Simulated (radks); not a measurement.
The numbers below are computed, except where a source is named.
Species: Te46+. Configuration: [He] 2s2 2p2.

Level of theory: scalar-relativistic Kohn-Sham, PBE, spin-polarised, spherical densities, finite nucleus; open shells are filled with parallel spins first (spin-orbit coupling, left out, can overturn this in heavy ions); Fermi nuclear charge, rms radius 4.7423 fm (a radial shooting solver on a logarithmic mesh with Libxc functionals).

Energy parts (hartree):
total: -4032.90964
kinetic: 4308.90638
electron-nucleus: -8512.84319
Hartree: 229.96144
exchange-correlation: -58.93427

Orbitals (lengths in bohr, moments of r in powers of bohr; <r^-3> diverges for s and p1/2):
| orbital | occ. | eigenvalue (hartree) | <r^-3> |
|---|---|---|---|
| 1s up | 1 | -1312.073 | - |
| 1s down | 1 | -1311.116 | - |
| 2s up | 1 | -306.6520 | - |
| 2s down | 1 | -304.9654 | - |
| 2p up | 2 | -292.4032 | 6053 |
| 2p down | 0 | -290.3971 | 6028 |
| 3s up | 0 | -130.1683 | - |
| 3s down | 0 | -129.6965 | - |
| 3p up | 0 | -125.8182 | 1736 |
| 3p down | 0 | -125.3001 | 1731 |

The highest occupied level is 2p up at -7956.7 eV. For comparison, the ionisation energy in NIST's Atomic Spectra Database is 8240 eV (theoretical). In exact Kohn-Sham theory the highest level is minus the ionisation energy, but local and semilocal functionals leave it too shallow, through self-interaction and a potential that decays too fast; potentials with the right tail come closer. The density falls to 0.001 e/bohr^3 at r = 0.42 bohr. The spin density at the nucleus is -26.6 e/bohr^3 (1s -122.3, 2s 95.8).
